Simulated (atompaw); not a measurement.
## u(r) = r·R(r): atom against pseudo-atom (S)

Columns: radius, all-electron u(r) and pseudo u(r) of the 3p shell (level -16.80 eV) of sulfur in the configuration [Ne] 3s2 3p3; PBE, scalar-relativistic, PAW (atompaw) scheme, atompaw 4.2.0.5.

```tsv
r (bohr)	all-electron	pseudo
0.069	-0.1060	0.0044
0.138	-0.2515	0.0176
0.208	-0.3395	0.0395
0.277	-0.3571	0.0690
0.346	-0.3195	0.1056
0.415	-0.2444	0.1483
0.485	-0.1455	0.1969
0.554	-0.0373	0.2487
0.623	0.0731	0.3032
0.692	0.1804	0.3591
0.762	0.2822	0.4159
0.831	0.3737	0.4707
0.900	0.4552	0.5233
0.969	0.5266	0.5724
1.038	0.5880	0.6173
1.108	0.6404	0.6577
1.177	0.6824	0.6919
1.246	0.7156	0.7203
1.315	0.7406	0.7425
1.385	0.7583	0.7588
1.454	0.7689	0.7689
1.523	0.7736	0.7735
1.592	0.7732	0.7731
1.662	0.7680	0.7680
1.731	0.7591	0.7591
1.800	0.7468	0.7468
```

(1) How many radial nodes do the two functions have?

(2) Where does each function peak?

(3) Is the pseudo-wave norm-conserving?

Results:

(1) The all-electron 3p function has n − l − 1 = 1; the pseudo-wave has 0, since the states of the same l below it are removed with the core.

(2) Outermost all-electron maximum near 1.52 bohr, pseudo maximum near 1.52 bohr (to the table’s step).

(3) No, it belongs to a PAW set: the norm inside the radius is not constrained, and the difference is carried by the augmentation charge.
